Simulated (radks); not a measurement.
Excited configurations of the krypton ion Kr2+: one electron is placed in a higher orbital outside [Ar] 3d10 4s2 4p3. The ground configuration is [Ar] 3d10 4s2 4p4. Calculated with a radial shooting solver on a logarithmic mesh with Libxc functionals: scalar-relativistic Kohn-Sham, PBEsol, spin-polarised, spherical densities, finite nucleus; open shells are filled with parallel spins first; Fermi nuclear charge, rms radius 4.1884 fm. Excitation = E - E(ground); binding = E(ion) - E, where the ion is the core of charge +3; n* = 3/sqrt(2 binding) in atomic units, and the quantum defect is n - n*.

outer orbital  excitation (eV)  binding (eV)     n*  quantum defect  eigenvalue (eV)  <r> (bohr)
4f                      27.127         8.282  3.845           0.155           -6.529       5.284
5s                      17.471        17.938  2.613           2.387          -15.284       3.556
5d                      25.952         9.456  3.599           1.401           -7.940       5.783
5f                      29.788         5.620  4.668           0.332           -4.629       9.115
6s                      25.828         9.581  3.575           2.425           -8.269       6.639
6p                      27.314         8.095  3.889           2.111           -6.939       7.566
6f                      31.447         3.962  5.560           0.440           -3.365       13.98
7s                      29.441         5.967  4.530           2.470           -5.200       10.63
7f                      32.486         2.923  6.473           0.527           -2.523       19.79

The Delta-SCF ionisation energy is 35.408 eV (NIST Atomic Spectra Database: 35.84 eV, measured). Self-interaction in the functional shifts the binding energies and quantum defects, so they are the method's values and not measured ones. Open shells are spherical and high-spin; term and fine-structure splittings are not resolved.
